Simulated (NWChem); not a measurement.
Program: NWChem. System: C₂H₃O₂, charge 0, spin multiplicity 2, at a geometry optimised with UPBE/def2-SVP. The structure started from a generated list of species. Its SCF solution wasn't tested for a lower state. Level: UMP2/def2-TZVP, 4 core orbitals frozen.

Job file:

```
start mol
memory heap 200 mb stack 900 mb global 1100 mb
geometry units angstroms nocenter noautoz
  C      1.388244    -0.258806     0.000000
  C     -0.017865     0.108869     0.000000
  O     -0.441777     1.261394     0.000000
  O     -0.846066    -0.977858     0.000000
  H      1.702856    -1.311994     0.000000
  H      2.131812     0.548943     0.000000
  H     -1.754196    -0.605612     0.000000
  symmetry group Cs
end
basis spherical
  * library def2-tzvp
end
scf
  uhf
  nopen 1
  maxiter 100
  thresh 1e-7
  semidirect memsize 60000000 filesize 0
  # guess.movecs holds the orbitals of an unrestricted PBE0 run
  vectors input guess.movecs output mol.movecs
end
mp2
  freeze core 4
end
task mp2 energy
```

Output (cleaned and shortened):

```
             Northwest Computational Chemistry Package (NWChem) 7.3.0
             --------------------------------------------------------

                                NWChem Input Module
                                -------------------

 Scaling coordinates for geometry "geometry" by  1.889725989
 (inverse scale =  0.529177249)

 Turning off AUTOSYM since
 SYMMETRY directive was detected!

                             Geometry "geometry" -> ""
                             -------------------------

 Output coordinates in angstroms (scale by  1.889725989 to convert to a.u.)

  No.       Tag          Charge          X              Y              Z
 ---- ---------------- ---------- -------------- -------------- --------------
    1 C                    6.0000     1.38824400    -0.25880600     0.00000000
    2 C                    6.0000    -0.01786500     0.10886900     0.00000000
    3 O                    8.0000    -0.44177700     1.26139400     0.00000000
    4 O                    8.0000    -0.84606600    -0.97785800     0.00000000
    5 H                    1.0000     1.70285600    -1.31199400     0.00000000
    6 H                    1.0000     2.13181200     0.54894300     0.00000000
    7 H                    1.0000    -1.75419600    -0.60561200     0.00000000

 Effective nuclear repulsion energy (a.u.)     112.5967578608

            Nuclear Dipole moment (a.u.)
            ----------------------------
        X                 Y               Z
 ---------------- ---------------- ----------------
     0.0000037795     0.0000056692     0.0000000000

      Symmetry information
      --------------------

 Group name             Cs
 Group number              2
 Group order               2
 No. of unique centers     7

      Symmetry unique atoms

     1    2    3    4    5    6    7


 Summary of "ao basis" -> "" (spherical)
 ------------------------------------------------------------------------------
       Tag                 Description            Shells   Functions and Types
 ---------------- ------------------------------  ------  ---------------------
 *                         def2-tzvp                  on all atoms

 Summary of "ao basis" -> "ao basis" (spherical)
 ------------------------------------------------------------------------------
       Tag                 Description            Shells   Functions and Types
 ---------------- ------------------------------  ------  ---------------------
 C                         def2-tzvp                11       31   5s3p2d1f
 O                         def2-tzvp                11       31   5s3p2d1f
 H                         def2-tzvp                 4        6   3s1p

                                 NWChem SCF Module
                                 -----------------

  ao basis        = "ao basis"
  functions       =   142
  atoms           =     7
  alpha electrons =    16
  beta  electrons =    15
  charge          =   0.00
  wavefunction    = UHF
  use symmetry    = T
  symmetry adapt  = T

 Summary of "ao basis" -> "ao basis" (spherical)
 ------------------------------------------------------------------------------
       Tag                 Description            Shells   Functions and Types
 ---------------- ------------------------------  ------  ---------------------
 C                         def2-tzvp                11       31   5s3p2d1f
 O                         def2-tzvp                11       31   5s3p2d1f
 H                         def2-tzvp                 4        6   3s1p

      Symmetry analysis of basis
      --------------------------

        a'         99
        a"         43

 Forming initial guess at       0.1s

   Symmetry analysis of molecular orbitals - initial alpha
   -------------------------------------------------------

  Numbering of irreducible representations:

     1 a'          2 a"

  Orbital symmetries:

     1 a'          2 a'          3 a'          4 a'          5 a'
     6 a'          7 a'          8 a'          9 a'         10 a'
    11 a"         12 a'         13 a'         14 a"         15 a'
    16 a"         17 a"         18 a'         19 a'         20 a'
    21 a'         22 a'         23 a'         24 a"         25 a'
    26 a"

   Symmetry analysis of molecular orbitals - initial beta
   ------------------------------------------------------

  Numbering of irreducible representations:

     1 a'          2 a"

  Orbital symmetries:

     1 a'          2 a'          3 a'          4 a'          5 a'
     6 a'          7 a'          8 a'          9 a'         10 a'
    11 a"         12 a'         13 a'         14 a"         15 a'
    16 a"         17 a'         18 a"         19 a'         20 a'
    21 a'         22 a'         23 a'         24 a"         25 a'
    26 a"

 Starting SCF solution at       0.1s

 ----------------------------------------------
         Quadratically convergent UHF

 Convergence threshold     :          1.000E-07
 Maximum no. of iterations :          100
 Integral*density screening:          1.000E-09
 ----------------------------------------------

              iter       energy          gnorm     gmax       time
             ----- ------------------- --------- --------- --------
                 1     -227.2530778794  6.40D-01  9.85D-02      3.4
                 2     -227.2788721057  4.43D-02  1.71D-02      4.4
                 3     -227.2798356288  3.09D-03  1.01D-03      6.7
                 4     -227.2798393578  1.32D-05  5.79D-06     10.1
                 5     -227.2798393581  5.34D-09  9.38D-10     13.7

       Final UHF  results
       ------------------
[...]
   107     -0.212302  4 O  pz                42      0.189732  2 C  pz
    39      0.188588  2 C  pz                76      0.181610  3 O  pz

 Vector   16  Occ=0.000000D+00  E= 4.719446D-02  Symmetry=a"
              MO Center=  9.3D-01, -6.6D-03, -6.2D-15, r^2= 2.7D+00
   Bfn.  Coefficient  Atom+Function         Bfn.  Coefficient  Atom+Function
  ----- ------------  ---------------      ----- ------------  ---------------
    14      0.558349  1 C  pz                 8      0.248087  1 C  pz
    76     -0.234215  3 O  pz                70     -0.191032  3 O  pz
    11      0.182098  1 C  pz                73     -0.169756  3 O  pz
    42      0.150986  2 C  pz

 Vector   17  Occ=0.000000D+00  E= 1.456431D-01  Symmetry=a'
              MO Center= -1.6D+00, -4.3D-01,  3.1D-16, r^2= 5.2D+00
   Bfn.  Coefficient  Atom+Function         Bfn.  Coefficient  Atom+Function
  ----- ------------  ---------------      ----- ------------  ---------------
     5      1.737536  1 C  s                139     -1.735693  7 H  s
    36     -1.377688  2 C  s                 98      1.055793  4 O  s
   133     -0.897096  6 H  s                 67      0.760448  3 O  s
    43     -0.582012  2 C  px                35     -0.481729  2 C  s
    13      0.461210  1 C  py                 4      0.415997  1 C  s

 Vector   18  Occ=0.000000D+00  E= 1.828805D-01  Symmetry=a'
              MO Center=  1.5D+00, -9.1D-01,  6.9D-15, r^2= 7.0D+00
   Bfn.  Coefficient  Atom+Function         Bfn.  Coefficient  Atom+Function
  ----- ------------  ---------------      ----- ------------  ---------------
     5      3.152484  1 C  s                127     -2.559104  5 H  s
    36     -1.558761  2 C  s                133     -1.400185  6 H  s
   139      0.988930  7 H  s                 13     -0.619642  1 C  py
    35     -0.607973  2 C  s                  4      0.518563  1 C  s
    44      0.467616  2 C  py               126      0.429011  5 H  s

 center of mass
 --------------
 x =  -0.06588961 y =   0.04343841 z =   0.00000000

 moments of inertia (a.u.)
 ------------------
         157.366504630714          -0.110170374314           0.000000000000
          -0.110170374314         172.246340561487           0.000000000000
           0.000000000000           0.000000000000         329.612845192201

  Mulliken analysis of the total density
  --------------------------------------

    Atom       Charge   Shell Charges
 -----------   ------   -------------------------------------------------------
    1 C    6     6.24   0.85  1.12  0.50  0.66  0.13  1.20  1.32  0.39  0.02  0.03  0.01
    2 C    6     5.51   0.86  1.12  0.52  0.51  0.01  1.13  0.95  0.12  0.06  0.21  0.03
    3 O    8     8.45   0.79  1.18  0.58  0.95  0.34  1.82  1.95  0.80  0.00  0.03  0.00
    4 O    8     8.49   0.79  1.18  0.56  0.97  0.28  1.85  2.07  0.76  0.00  0.03  0.00
    5 H    1     0.84   0.26  0.48  0.08  0.02
    6 H    1     0.83   0.26  0.48  0.08  0.02
    7 H    1     0.64   0.24  0.32  0.04  0.04

  Mulliken analysis of the alpha density
  --------------------------------------

    Atom       Charge   Shell Charges
 -----------   ------   -------------------------------------------------------
    1 C    6     3.68   0.43  0.56  0.26  0.35  0.08  0.78  0.90  0.29  0.01  0.02  0.00
    2 C    6     2.62   0.43  0.56  0.25  0.24  0.00  0.52  0.42  0.04  0.03  0.11  0.01
    3 O    8     4.38   0.40  0.59  0.29  0.48  0.17  0.99  1.04  0.40  0.00  0.01  0.00
    4 O    8     4.24   0.40  0.59  0.28  0.48  0.14  0.92  1.03  0.38  0.00  0.02  0.00
    5 H    1     0.38   0.12  0.21  0.03  0.01
    6 H    1     0.38   0.12  0.21  0.03  0.01
    7 H    1     0.32   0.12  0.16  0.02  0.02

   Mulliken analysis of the beta density
   -------------------------------------

    Atom       Charge   Shell Charges
 -----------   ------   -------------------------------------------------------
    1 C    6     2.55   0.43  0.56  0.23  0.31  0.05  0.43  0.42  0.10  0.01  0.02  0.00
    2 C    6     2.89   0.43  0.56  0.27  0.27  0.00  0.61  0.53  0.08  0.03  0.10  0.01
    3 O    8     4.07   0.40  0.59  0.29  0.47  0.17  0.83  0.90  0.39  0.00  0.02  0.00
    4 O    8     4.25   0.40  0.59  0.28  0.48  0.14  0.93  1.03  0.38  0.00  0.02  0.00
    5 H    1     0.46   0.14  0.26  0.05  0.01
    6 H    1     0.46   0.14  0.26  0.05  0.01
    7 H    1     0.32   0.12  0.16  0.02  0.02

   Mulliken analysis of the spin density
   -------------------------------------

    Atom       Charge   Shell Charges
 -----------   ------   -------------------------------------------------------
    1 C    6     1.13   0.00 -0.00  0.03  0.04  0.04  0.35  0.48  0.19 -0.00  0.00 -0.00
    2 C    6    -0.28  -0.00  0.00 -0.02 -0.03 -0.00 -0.09 -0.11 -0.05  0.00  0.01  0.00
    3 O    8     0.31   0.00 -0.00  0.01  0.01 -0.00  0.15  0.14  0.01 -0.00 -0.00 -0.00
    4 O    8    -0.00  -0.00  0.00 -0.00 -0.00  0.00 -0.01 -0.00  0.00 -0.00 -0.00 -0.00
    5 H    1    -0.08  -0.01 -0.05 -0.02  0.00
    6 H    1    -0.08  -0.01 -0.05 -0.02  0.00
    7 H    1    -0.00  -0.00 -0.00 -0.00  0.00

       Multipole analysis of the density wrt the origin
       ------------------------------------------------

     L   x y z        total         alpha         beta         nuclear
     -   - - -        -----         -----         ----         -------
     0   0 0 0     -0.000000    -16.000000    -15.000000     31.000000

     1   1 0 0      0.326936     -0.883545      1.210477      0.000004
     1   0 1 0     -0.643725     -0.406759     -0.236972      0.000006
     1   0 0 1      0.000000      0.000000     -0.000000      0.000000

     2   2 0 0    -12.560820    -61.930697    -55.529225    104.899102
     2   1 1 0      0.636125      1.220171     -0.554421     -0.029625
     2   1 0 1      0.000000      0.000000      0.000000      0.000000
     2   0 2 0    -20.883810    -52.958345    -50.920569     82.995103
     2   0 1 1     -0.000000      0.000000     -0.000000      0.000000
     2   0 0 2    -17.619424     -9.837011     -7.782414      0.000000

                   NWChem MP2 Semi-direct Energy/Gradient Module
                   ---------------------------------------------

  Basis functions       =    142
  Molecular orbitals    =    142
  Frozen core           =      4
  Frozen virtuals       =      0
  Active alpha occupied =     12
  Active beta occupied  =     11
  Active alpha virtual  =    126
  Active beta virtual   =    127
  Use MO symmetry       = T
  Use skeleton AO sym   = T

  AO/Fock/Back tols     =   1.0D-09  1.0D-09  1.0D-09

 GA uses MA = F    GA memory limited = T

 Available:
  local mem=  1.26D+08
 global mem=  1.44D+08
 local disk=  0.00D+00
  mp2_memr nvloc                   126
  nvloc new                   126
   1 passes of  12:        5242880                     116704                  51627596.
   1 passes of  12: M    126151483           G      144138872           F     120908603.

 Semi-direct pass number   1 of   1  for UHF alpha       at       13.9s
  vrange nnbf                 10036
  mp2_eaftype                   196  avail_ma_in_mb                  1099
 EAF : mp2_eaftype filesize         196   25813798.
  mp2_eaf for mointskh                    196
Node 0 wrote    121.4 Mb in      0.1 s     Agg I/O rate:  1398.5 Mb/s
 Done moints_semi at       20.0s
  mp2_eaftype                   196  avail_ma_in_mb                   903
 EAF : mp2_eaftype filesize         196   25813798.
  mp2_eaf for kh                   196
 Done maket at       20.5s
 Done multipass loop at       20.5s

 GA uses MA = F    GA memory limited = T

 Available:
  local mem=  1.26D+08
 global mem=  1.44D+08
 local disk=  0.00D+00
  mp2_memr nvloc                   127
  nvloc new                   127
   1 passes of  11:        5242880                     110956                  47703520.
   1 passes of  11: M    126151483           G      144138872           F     120908603.

 Semi-direct pass number   1 of   1  for UHF beta        at       20.6s
  vrange nnbf                 10036
  mp2_eaftype                   181  avail_ma_in_mb                  1099
 EAF : mp2_eaftype filesize         181   23851760.
  mp2_eaf for mointskh                    181
Node 0 wrote    112.2 Mb in      0.2 s     Agg I/O rate:   705.4 Mb/s
 Done moints_semi at       26.5s
  mp2_eaftype                   181  avail_ma_in_mb                   918
 EAF : mp2_eaftype filesize         181   23851760.
  mp2_eaf for kh                   181
 Done maket at       26.9s
 Done multipass loop at       26.9s

          -------------------------------------------
          SCF energy                -227.279839358053
          Correlation energy          -0.749808715484
          Singlet pairs                0.000000000000
          Triplet pairs                0.000000000000
          Total MP2 energy          -228.029648073537
          -------------------------------------------

          ---------------------------------------------------
                    Spin Component Scaled (SCS) MP2
          Same spin pairs                     -0.192283458433
          Same spin scaling factor             0.333333333333
          Opposite spin pairs                 -0.557525257051
          Opposite spin scaling fact.          1.200000000000
          SCS-MP2 correlation energy          -0.733124794606
          Total SCS-MP2 energy              -228.012964152659
          ---------------------------------------------------

 -----------------------
 Performance information
 -----------------------

 Timer overhead =  1.30D-07 seconds/call

               Nr. of calls         CPU time (s)                 Wall time (s)                GFlops
             ---------------    -------------------     ------------------------------   -------------------
Name         Min   Avg   Max    Min     Avg     Max     Min     Avg     Max   Mx/calls   Min     Max     Sum
mp2: moin     2     2     2    12.     12.     12.      12.     12.     12.     6.0      0.0     0.0     0.0
mp2: make     2     2     2   0.94    0.94    0.94     0.94    0.94    0.94    0.47      0.0     0.0     0.0
mp2: tota     1     1     1    13.     13.     13.      13.     13.     13.     13.      0.0     0.0     0.0

 The average no. of pstat calls per process was 5.00D+00
 with a timing overhead of 6.52D-07s

 Task  times  cpu:       26.9s     wall:       26.9s

 Total times  cpu:       26.9s     wall:       26.9s
```
